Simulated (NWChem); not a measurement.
C7H7, doublet; SMILES c1cc[c]c(C)c1

```xyz
14

C     -0.1081    -2.4632     0.0000
C     -0.0592    -0.9555     0.0000
C     -1.1987    -0.1570     0.0000
C     -1.2495     1.2236     0.0000
C     -0.0109     1.9050     0.0000
C      1.1837     1.1685     0.0000
C      1.1620    -0.2364     0.0000
H     -0.6477    -2.8454     0.8907
H     -0.6477    -2.8454    -0.8907
H      0.9099    -2.8981     0.0000
H     -2.2006     1.7800     0.0000
H      0.0101     3.0063     0.0000
H      2.1503     1.6946     0.0000
H      2.1094    -0.8014     0.0000
```
Atoms are numbered in this order, from 1.

Results from NWChem. Pople sets run with spherical d functions. Spin-unrestricted. The geometry was optimised at PBE-D3(BJ)/def2-SVP, spin-unrestricted. No frequency run checked for a minimum. No stability test was run on the SCF state. B3LYP is NWChem's, with the RPA form of VWN correlation. Vertical excitations in the gas phase; the lowest state need not have the same character in each row. Excited states of an open shell can be spin-contaminated.

| level | lowest excitation (eV) | oscillator strength of that lowest state | lowest empty minus highest occupied level, either spin (eV) |
|---|---|---|---|
| PBE/6-31G*, TDA | 2.77 | 0.000 | 2.39 |
| B3LYP/6-31G*, TDA | 2.81 | 0.001 | 4.40 |
| LDA (Slater exchange, VWN5)/6-31G*, TDA | ___ | 0.000 | ___ |
| BHandHLYP/6-31G*, TDA | 3.12 | 0.001 | 7.20 |

Task: Some entries are withheld; supply them.

Result: 
- LDA (Slater exchange, VWN5)/6-31G*, TDA, lowest excitation (eV): 2.52
- LDA (Slater exchange, VWN5)/6-31G*, TDA, lowest empty minus highest occupied level, either spin (eV): 1.80
